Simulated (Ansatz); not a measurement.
Species: CHF (charge 0, singlet). 
Structure (B3LYP-D3(BJ)/def2-TZVP (Ansatz, a first-principles code) minimum search):
```xyz
3

C     -0.5669     0.4516    -0.0174
F      0.5297    -0.2636     0.0165
H     -1.3661    -0.3376    -0.0445
```
Charge 0, spin multiplicity 1.

Quantity: vertical electron affinity (to the doublet state of charge -1; a negative value means that the extra electron is unbound and the number depends on the basis; each state is the SCF solution reached for its spin; for the singlet the Hartree-Fock reference is unstable and T1 is 0.017), in eV. Cores are frozen in the correlated levels unless marked. Open shells are spin-unrestricted. Spin-orbit coupling is left out. Non-relativistic. Anions need diffuse functions: aug- sets have them; def2-D sets add few. CBS marks a two-point X^-3 extrapolation of the correlation energy; Hartree-Fock from the larger set.

```json
[
 {"level": "RI-HF/aug-cc-pVQZ", "program": "Ansatz", "vertical electron affinity (eV)": "-0.35"},
 {"level": "PBE/def2-TZVPD", "program": "Ansatz", "vertical electron affinity (eV)": "0.28"},
 {"level": "BHLYP/def2-TZVPD", "program": "Ansatz", "vertical electron affinity (eV)": "0.18"},
 {"level": "CAM-B3LYP/def2-TZVPD", "program": "Ansatz", "vertical electron affinity (eV)": "0.34"}
]
```

Question: Estimate the value at CCSD(T)/CBS(def2-TZVPPD,def2-QZVPPD) as computed with Ansatz.

Answer: 0.14 eV
